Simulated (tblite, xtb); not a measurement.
H$_{6}$Si$_{2}$, charge +1, doublet, geometry from GFN2-xTB (a state made from the parent by changing its charge; the spin is typed, not shown lowest). Base run: GFN1-xTB (xtb 6.7.1).

Geometry (Å):
```xyz
8

Si    -1.3367     0.1273    -0.0191
Si     1.3367    -0.1273     0.0191
H     -1.6802    -0.8543    -1.0388
H     -1.4623     1.5304    -0.3892
H     -1.6539    -0.2193     1.3596
H      1.4623    -1.5304     0.3892
H      1.6802     0.8543     1.0388
H      1.6539     0.2193    -1.3596
```
Charge +1, spin multiplicity 2.
All else is at xtb's defaults.
Base energy -6.40943 Eh.

Programs used: tblite, xtb; a row that names a program was run with it.

Each row names what was changed in the base input (with any setting that the change needs).

| change | ΔE vs base (kcal/mol) | G_solv (kcal/mol) | SCF cycles |
|---|---|---|---|
| base | 0.000 | - | 9 |
| etemp = 1000 | 0.000 | - | 9 |
| gbsa = water | -46.30 | -46.40 | 9 |
| alpb = methanol | -45.79 | -45.98 | 8 |
| etemp = 5000 | -2.26 | - | 9 |
| file = coord | 0.000 | - | 9 |
| acc = 0.1 | 0.000 | - | 10 |
| program = tblite; method = gfn1; option = (--etemp, 2000) | -0.007 | - | - |
| acc = 1000 | 0.001 | - | 6 |

ALPB and GBSA are two models with their own fitted parameters for each solvent, which aren't always the measured dielectric constant.
